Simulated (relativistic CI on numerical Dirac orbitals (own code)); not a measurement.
Calculated at this level of theory: Dirac-Coulomb-Breit CI, KLI orbitals optimised for each configuration, QED by a radiative potential, unscaled Slater integrals (own radial code, finite nucleus).

The strongest absorption lines from the ground level of an ion, among the configurations computed and to levels below about 858 eV (vacuum wavelength in nm, gf): 2.7995 (0.059), 2.8189 (0.069), 3.0053 (0.023), 3.1274 (0.054), 3.1914 (1.6), 3.2797 (1.7), 3.2823 (0.021), 3.5692 (0.5).

Task: Which ion is it?
A. Tm XLVI
B. Tm XLIV
C. Pm XXXVIII
D. Ir LIV

Result: A. Tm XLVI has 24 electrons and the ground level 3s2.3p6.3d6 3F_4; the strongest line goes to 3s2.3p5.3d7 3F°_4. The pattern of lines fixes the number of electrons, and along that sequence the line energies rise steadily with the charge (about as its square where n changes within one kind of shell, about linearly where n is kept but much faster in heavy ions where fine structure, which grows about as Z⁴, sets the gap, and irregularly where shells cross), which fixes Z. Configurations outside the model, such as inner-shell arrays, can give stronger lines. At this charge energies of transitions that change n are usually good to better than 1 %, and those within a shell (Δn = 0) to a few per cent.

LS names give the leading component of a level, which can be under half, so a name can repeat, a term be missing and a line seem to break the LS rules.
